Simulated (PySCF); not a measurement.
I₂Zn, quintet, at a GFN2-xTB geometry of the parent state (such geometries of metal compounds can be far from the true shape) (a higher spin typed on purpose: for a closed-shell molecule this is an excited state) (core potentials on I); B3LYP/def2-SV(P) (PySCF).

Input for PySCF:
```python
from pyscf import gto, scf, dft

mol = gto.M(
    atom='''
Zn    0.00000000    0.00000000    0.00000000
I    -0.00000000   -0.00000000   -2.44623139
I     0.00000000    0.00000000    2.44623139
''',
    basis='def2-sv(p)',
    ecp={'I': 'def2-sv(p)'},
    spin=4,
    verbose=4,
)

mf = dft.ROKS(mol)
mf.xc = 'b3lyp'
mf.kernel()
```

**Question.** Predict the main parts of the log of this PySCF run.

**Answer.** 
```
PySCF version 2.14.0

[INPUT] verbose = 4
[INPUT] num. atoms = 3
[INPUT] num. electrons = 80
[INPUT] charge = 0
[INPUT] spin (= nelec alpha-beta = 2S) = 4
[INPUT] symmetry False subgroup None
[INPUT] Mole.unit = angstrom
[INPUT] Symbol           X                Y                Z      unit          X                Y                Z       unit  Magmom
[INPUT]  1 Zn     0.000000000000   0.000000000000   0.000000000000 AA    0.000000000000   0.000000000000   0.000000000000 Bohr   0.0
[INPUT]  2 I      0.000000000000   0.000000000000  -2.446231390000 AA    0.000000000000   0.000000000000  -4.622707364414 Bohr   0.0
[INPUT]  3 I      0.000000000000   0.000000000000   2.446231390000 AA    0.000000000000   0.000000000000   4.622707364414 Bohr   0.0

nuclear repulsion = 392.086251003631
number of shells = 30
number of NR pGTOs = 188
number of NR cGTOs = 76
basis = def2-sv(p)
ecp = {'I': 'def2-sv(p)'}

******** <class 'pyscf.dft.roks.ROKS'> ********
method = ROKS
initial guess = minao
damping factor = 0
level_shift factor = 0
DIIS = <class 'pyscf.scf.diis.CDIIS'>
diis_start_cycle = 1
diis_space = 8
diis_damp = 0
SCF conv_tol = 1e-09
SCF conv_tol_grad = None
SCF max_cycles = 50
direct_scf = True
direct_scf_tol = 1e-13
num. doubly occ = 38  num. singly occ = 4
XC library pyscf.dft.libxc version 7.1.2
    S. Lehtola, C. Steigemann, M. J. T. Oliveira, and M. A. L. Marques,  SoftwareX 7, 1–5 (2018)
XC functionals = b3lyp
    P. J. Stephens, F. J. Devlin, C. F. Chabalowski, and M. J. Frisch,  J. Phys. Chem. 98, 11623 (1994)
radial grids:
    Treutler-Ahlrichs [JCP 102, 346 (1995); DOI:10.1063/1.469408] (M4) radial grids

becke partition: Becke, JCP 88, 2547 (1988); DOI:10.1063/1.454033
pruning grids: <function nwchem_prune>
grids dens level: 3
symmetrized grids: False
atomic radii adjust function: <function treutler_atomic_radii_adjust>
small_rho_cutoff = 0
Set gradient conv threshold to 3.16228e-05
tot grids = 64560
init E= -2312.19200688923

WARN: HOMO -0.72791417263784 >= LUMO -0.727914172637831

cycle= 1 E= -2369.18551753313  delta_E=  -57  |g|= 4.86  |ddm|= 8.62

WARN: HOMO 0.0332869451128711 >= LUMO 0.0336689510013439

cycle= 2 E= -2364.97965169709  delta_E= 4.21  |g|= 5.31  |ddm|= 12.7

WARN: HOMO 0.396589600275326 >= LUMO -0.245947544021495

cycle= 3 E= -2364.53234780123  delta_E= 0.447  |g|= 4.92  |ddm|= 11.9

WARN: HOMO 1.23433195371475 >= LUMO -0.278963889561942

cycle= 4 E= -2371.6720537204  delta_E= -7.14  |g|= 1.71  |ddm|= 4.88

WARN: HOMO 0.265261611206057 >= LUMO 0.100419788798435

cycle= 5 E= -2374.18269437172  delta_E= -2.51  |g|= 0.477  |ddm|= 12.1
  HOMO = 0.0148770881815975  LUMO = 0.0253202696140285  gap/eV = 0.28417
cycle= 6 E= -2374.47903706949  delta_E= -0.296  |g|= 0.149  |ddm|= 11.8
  HOMO = 0.0479187693475018  LUMO = 0.0631857076960887  gap/eV = 0.41543
cycle= 7 E= -2374.49104017117  delta_E= -0.012  |g|= 0.0251  |ddm|= 0.293
  HOMO = 0.0489704849016682  LUMO = 0.0688350393553417  gap/eV = 0.54054
cycle= 8 E= -2374.49119538438  delta_E= -0.000155  |g|= 0.0164  |ddm|= 0.0496
  HOMO = 0.0481766052771079  LUMO = 0.0687174325027216  gap/eV = 0.55894
cycle= 9 E= -2374.49124119255  delta_E= -4.58e-05  |g|= 0.00998  |ddm|= 0.0195
  HOMO = 0.0477001930879693  LUMO = 0.0681659252090156  gap/eV = 0.55690
cycle= 10 E= -2374.49126096858  delta_E= -1.98e-05  |g|= 0.00562  |ddm|= 0.00714
  HOMO = 0.0469753343570232  LUMO = 0.0673457496644547  gap/eV = 0.55431
cycle= 11 E= -2374.49127224853  delta_E= -1.13e-05  |g|= 0.00055  |ddm|= 0.00963
  HOMO = 0.0469071342214928  LUMO = 0.0672885078785997  gap/eV = 0.55461
cycle= 12 E= -2374.49127230594  delta_E= -5.74e-08  |g|= 5.26e-05  |ddm|= 0.00118
  HOMO = 0.0469033161840042  LUMO = 0.067282956772789  gap/eV = 0.55456
cycle= 13 E= -2374.49127230742  delta_E= -1.48e-09  |g|= 3.68e-05  |ddm|= 0.00137
  HOMO = 0.0469012743058282  LUMO = 0.0672799014227053  gap/eV = 0.55453
cycle= 14 E= -2374.4912723227  delta_E= -1.53e-08  |g|= 1.94e-06  |ddm|= 0.000685
  HOMO = 0.0469011675059814  LUMO = 0.0672798134121965  gap/eV = 0.55453
cycle= 15 E= -2374.49127232269  delta_E= 8.64e-12  |g|= 1.39e-06  |ddm|= 3.29e-05
  HOMO = 0.0469011132826872  LUMO = 0.0672797630814002  gap/eV = 0.55453
Extra cycle  E= -2374.49127232254  delta_E= 1.51e-10  |g|= 4.91e-06  |ddm|= 0.000115
converged SCF energy = -2374.49127232254
```
